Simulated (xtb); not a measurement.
Calculation: xtb 6.7.1 with GFN2-xTB.

```
xtb start.xyz --ohess tight --gfn 2 --chrg 0 --uhf 0 --iterations 400

# start.xyz
8

C     -0.877407    -0.353494    -0.082637
N      0.226752     0.588682     0.170105
C      1.479917     0.186461     0.413271
N      2.566960    -0.156389     0.607830
H     -0.813014    -1.218349     0.583875
H     -0.844965    -0.692635    -1.121960
H     -1.830723     0.154105     0.088827
H      0.092481     1.491619    -0.296312
```

Output:

```
[...]
         6        2.0000           -0.5390212             -14.6675
         7        2.0000           -0.4958556             -13.4929
         8        2.0000           -0.4841547             -13.1745
         9        2.0000           -0.4595376             -12.5047
        10        2.0000           -0.4171472             -11.3512
        11        2.0000           -0.3948465             -10.7443 (HOMO)
        12                         -0.1954320              -5.3180 (LUMO)
        13                         -0.1575607              -4.2874
        14                          0.0014619               0.0398
        15                          0.1285158               3.4971
        16                          0.1411779               3.8416
       ...                                ...                  ...
        20                          1.2082575              32.8784
      -------------------------------------------------------------
                  HL-Gap            0.1994145 Eh            5.4263 eV
             Fermi-level           -0.2951393 Eh           -8.0311 eV


         :::::::::::::::::::::::::::::::::::::::::::::::::::::
         ::                     SUMMARY                     ::
         :::::::::::::::::::::::::::::::::::::::::::::::::::::
         :: total energy             -12.122372865046 Eh    ::
         :: gradient norm              0.000143904119 Eh/a0 ::
         :: HOMO-LUMO gap              5.426344580516 eV    ::
         ::.................................................::
         :: SCC energy               -12.333008814883 Eh    ::
         :: -> isotropic ES            0.016797688430 Eh    ::
         :: -> anisotropic ES          0.005034740064 Eh    ::
         :: -> anisotropic XC          0.018216275710 Eh    ::
         :: -> dispersion             -0.003123426077 Eh    ::
         :: repulsion energy           0.210635949837 Eh    ::
         :: add. restraining           0.000000000000 Eh    ::
         :: total charge              -0.000000000000 e     ::
         :::::::::::::::::::::::::::::::::::::::::::::::::::::

           -------------------------------------------------
          |                Numerical Hessian                |
           -------------------------------------------------
step length          :   0.00500
SCC accuracy         :   0.30000
Hessian scale factor :   1.00000
frozen atoms in %    :   0.00000    0
RMS gradient         :   0.00014
estimated CPU  time      0.00 min
estimated wall time      0.00 min

writing file <hessian>.

 projected vibrational frequencies (cm⁻¹)
eigval :       -0.00    -0.00     0.00     0.00     0.00     0.00
eigval :      125.96   210.95   418.76   468.69   592.95   963.71
eigval :     1090.40  1125.70  1195.44  1366.09  1415.38  1473.26
eigval :     1484.35  2427.41  2929.29  3009.11  3036.52  3409.06
           -------------------------------------------------
          |                Property Printout                |
           -------------------------------------------------

    * Orbital Energies and Occupations

         #    Occupation            Energy/Eh            Energy/eV
      -------------------------------------------------------------
         1        2.0000           -0.6708569             -18.2549
         2        2.0000           -0.6438842             -17.5210
         3        2.0000           -0.6228634             -16.9490
         4        2.0000           -0.5860142             -15.9463
         5        2.0000           -0.5552890             -15.1102
         6        2.0000           -0.5390212             -14.6675
         7        2.0000           -0.4958556             -13.4929
         8        2.0000           -0.4841547             -13.1745
         9        2.0000           -0.4595376             -12.5047
        10        2.0000           -0.4171472             -11.3512
        11        2.0000           -0.3948465             -10.7443 (HOMO)
        12                         -0.1954320              -5.3180 (LUMO)
        13                         -0.1575607              -4.2874
        14                          0.0014619               0.0398
        15                          0.1285158               3.4971
        16                          0.1411779               3.8416
        17                          0.1697057               4.6179
        18                          0.2115231               5.7558
        19                          0.2850453               7.7565
        20                          1.2082575              32.8784
      -------------------------------------------------------------
                  HL-Gap            0.1994145 Eh            5.4263 eV
             Fermi-level           -0.2951393 Eh           -8.0311 eV

     #   Z          covCN         q      C6AA      α(0)
     1   6 C        3.698    -0.033    21.329     6.606
     2   7 N        2.679    -0.153    24.316     7.324
     3   6 C        1.838     0.157    27.350     8.449
     4   7 N        0.911    -0.298    27.664     7.607
     5   1 H        0.925     0.064     2.154     2.295
     6   1 H        0.924     0.040     2.444     2.445
     7   1 H        0.925     0.054     2.272     2.357
     8   1 H        0.860     0.168     1.283     1.775

 Mol. C6AA /au·bohr⁶  :        658.925443
 Mol. C8AA /au·bohr⁸  :      14487.014429
 Mol. α(0) /au        :         38.856672

Wiberg/Mayer (AO) data.
largest (>0.10) Wiberg bond orders for each atom

 ---------------------------------------------------------------------------
     #   Z sym  total        # sym  WBO       # sym  WBO       # sym  WBO
 ---------------------------------------------------------------------------
     1   6 C    3.970 --     2 N    0.992     5 H    0.983     7 H    0.982
                             6 H    0.978
     2   7 N    3.355 --     3 C    1.226     1 C    0.992     8 H    0.928
                             4 N    0.196
     3   6 C    3.953 --     4 N    2.703     2 N    1.226
     4   7 N    2.968 --     3 C    2.703     2 N    0.196
     5   1 H    0.996 --     1 C    0.983
     6   1 H    0.998 --     1 C    0.978
     7   1 H    0.997 --     1 C    0.982
     8   1 H    0.972 --     2 N    0.928
 ---------------------------------------------------------------------------

Topologies differ in total number of bonds
Writing topology from bond orders to xtbtopo.mol

molecular dipole:
                 x           y           z       tot (Debye)
 q only:       -1.274       0.290      -0.407
   full:       -1.711       0.491      -0.696       4.858
molecular quadrupole (traceless):
                xx          xy          yy          xz          yz          zz
 q only:       -5.371       1.316       3.871      -2.254      -0.337       1.500
  q+dip:       -8.402       1.234       5.756      -3.388      -0.931       2.645
   full:       -9.322       2.243       6.404      -3.759      -0.760       2.918

           -------------------------------------------------
          |                Geometry Summary                 |
           -------------------------------------------------

      molecular mass/u    :       56.0666412
   center of mass at/Å    :        0.7375631       0.0685831       0.2550153
  moments of inertia/u·Å² :        0.1316818E+02   0.1012078E+03   0.1108659E+03
rotational constants/cm⁻¹ :        0.1280179E+01   0.1665645E+00   0.1520542E+00

 * 7 selected distances

     #   Z          #   Z                                           value/Å
     1   6 C        2   7 N                                       1.4482792 (max)
     2   7 N        3   6 C                                       1.3160555
     3   6 C        4   7 N                                       1.1475484
     1   6 C        5   1 H                                       1.0888403
     1   6 C        6   1 H                                       1.0960330
     1   6 C        7   1 H                                       1.0901790
     2   7 N        8   1 H                                       1.0108032 (min)

 * 3 distinct bonds (by element types)

   Z      Z             #   av. dist./Å        max./Å        min./Å
   1 H    6 C           3     1.0916841     1.0960330     1.0888403
   1 H    7 N           1     1.0108032     1.0108032     1.0108032
   6 C    7 N           3     1.3039610     1.4482792     1.1475484
Molecule has no symmetry elements
It seems to be the C1 point group

           -------------------------------------------------
          |               Frequency Printout                |
           -------------------------------------------------
 projected vibrational frequencies (cm⁻¹)
eigval :       -0.00    -0.00     0.00     0.00     0.00     0.00
eigval :      125.96   210.95   418.76   468.69   592.95   963.71
eigval :     1090.40  1125.70  1195.44  1366.09  1415.38  1473.26
eigval :     1484.35  2427.41  2929.29  3009.11  3036.52  3409.06
 reduced masses (amu)
   1: 11.99   2: 12.86   3: 11.33   4: 10.77   5: 10.96   6:  9.29   7:  3.36   8: 10.76
   9:  4.93  10: 12.31  11:  9.50  12:  9.67  13:  4.06  14:  5.41  15:  6.95  16:  8.68
  17:  2.53  18:  1.55  19:  1.62  20: 12.73  21:  1.76  22:  1.65  23:  1.71  24:  1.82
 IR intensities (km·mol⁻¹)
   1:  1.12   2:  0.93   3:  1.36   4:  7.31   5:  5.83   6:  8.54   7:  0.76   8:  7.25
   9: 85.59  10: 64.86  11: 20.89  12: 12.43  13: 16.05  14:  5.17  15: 14.16  16: 70.75
  17:  0.45  18:  8.97  19:  6.92  20:456.86  21: 50.77  22: 25.49  23: 11.76  24:  3.57
 Raman intensities (Ä⁴*amu⁻¹)
   1:  0.00   2:  0.00   3:  0.00   4:  0.00   5:  0.00   6:  0.00   7:  0.00   8:  0.00
   9:  0.00  10:  0.00  11:  0.00  12:  0.00  13:  0.00  14:  0.00  15:  0.00  16:  0.00
  17:  0.00  18:  0.00  19:  0.00  20:  0.00  21:  0.00  22:  0.00  23:  0.00  24:  0.00
 output can be read by thermo (or use thermo option).
 writing <g98.out> molden fake output.
 recommended (thermochemical) frequency scaling factor: 1.0
           -------------------------------------------------
          |             Thermodynamic Functions             |
           -------------------------------------------------

c1  symmetry found (for desy threshold:  0.10E+00) used in thermo

          ...................................................
          :                      SETUP                      :
          :.................................................:
          :  # frequencies                          18      :
          :  # imaginary freq.                       0      :
          :  linear?                             false      :
          :  only rotor calc.                    false      :
          :  symmetry                               c1      :
          :  rotational number                       1      :
          :  scaling factor                  1.0000000      :
          :  rotor cutoff                   50.0000000 cm⁻¹ :
          :  imag. cutoff                  -20.0000000 cm⁻¹ :
          :.................................................:

    mode    ω/cm⁻¹     T·S(HO)/kcal·mol⁻¹    T·S(FR)/kcal·mol⁻¹   T·S(vib)
   ------------------------------------------------------------------------
       1    125.96    -0.89646 ( 97.58%)    -0.78230 (  2.42%)    -0.89370
       2    210.95    -0.60687 ( 99.69%)    -0.62977 (  0.31%)    -0.60694
   ------------------------------------------------------------------------

   temp. (K)  partition function   enthalpy   heat capacity  entropy
                                   cal/mol     cal/K/mol   cal/K/mol   J/K/mol
 298.15  VIB   4.82                 1297.636      9.079      7.468
         ROT  0.294E+05              888.752      2.981     23.425
         INT  0.141E+06             2186.388     12.060     30.893
         TR   0.406E+27             1481.254      4.968     37.976
         TOT                        3667.6418    17.0279    68.8687   288.1467

       T/K    H(0)-H(T)+PV         H(T)/Eh          T*S/Eh         G(T)/Eh
   ------------------------------------------------------------------------
    298.15    0.584476E-02    0.667698E-01    0.327217E-01    0.340481E-01
   ------------------------------------------------------------------------

         :::::::::::::::::::::::::::::::::::::::::::::::::::::
         ::                  THERMODYNAMIC                  ::
         :::::::::::::::::::::::::::::::::::::::::::::::::::::
         :: total free energy         -12.088324765364 Eh   ::
         ::.................................................::
         :: total energy              -12.122372865046 Eh   ::
         :: zero point energy           0.060925085666 Eh   ::
         :: G(RRHO) w/o ZPVE           -0.026876985985 Eh   ::
         :: G(RRHO) contrib.            0.034048099682 Eh   ::
         :::::::::::::::::::::::::::::::::::::::::::::::::::::

optimized geometry written to: xtbopt.xyz

           -------------------------------------------------
          | TOTAL ENERGY              -12.122372865046 Eh   |
          | TOTAL ENTHALPY            -12.055603020112 Eh   |
          | TOTAL FREE ENERGY         -12.088324765364 Eh   |
          | GRADIENT NORM               0.000143902432 Eh/α |
          | HOMO-LUMO GAP               5.426344781330 eV   |
           -------------------------------------------------

------------------------------------------------------------------------
```

Cost: about 0.22 core-seconds (a rough figure).
